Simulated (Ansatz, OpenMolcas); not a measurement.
## SnH2Cl2 (SMILES [Cl][SnH2][Cl]): the vertical electron affinity, rung by rung

The species is SnH2Cl2 (5 atoms), meant as a singlet with charge 0. SMILES: `[Cl][SnH2][Cl]`. The shape is that of a PBE0-D4/def2-TZVP optimisation.

Quantity: the vertical electron affinity (to the doublet anion), in eV. The values are calculated.

The electron affinity is E(neutral) − E(anion): positive where the electron is bound.

```csv
level,kind,program,value (eV)
BLYP/def2-SVPD (core potential),GGA,OpenMolcas,-0.03
revPBE/def2-SVPD (core potential),GGA,OpenMolcas,-0.02
PBE0/def2-SVPD (core potential),global hybrid,OpenMolcas,-0.11
r2SCAN0/def2-SVPD (core potential),hybrid meta-GGA,Ansatz,-0.14
wB97M-V/def2-SVPD (core potential),range-separated hybrid,Ansatz,-0.30
B2PLYP/def2-SVPD (core potential),double hybrid,Ansatz,-0.29
PBE-QIDH/def2-SVPD (core potential),double hybrid,Ansatz,-0.36
CCSD/def2-SVPD (core potential),coupled cluster or CI,Ansatz,-0.66
```

Spin-orbit coupling is left out. Where it was recorded, the anion's HOMO is positive in BLYP/def2-SVPD, revPBE/def2-SVPD, PBE0/def2-SVPD, r2SCAN0/def2-SVPD, wB97M-V/def2-SVPD, B2PLYP/def2-SVPD, PBE-QIDH/def2-SVPD: a fault of the level (basis or self-interaction), which says nothing on whether the real anion is bound. The values span -0.66 to -0.02 eV. In the correlated wave-function rows the outer d shell of Sn is correlated, in sets not made for it. Negative values mean that the anion is unbound at that level; they are set by how diffuse the basis is and aren't properties of the molecule, whose anion may well be bound.
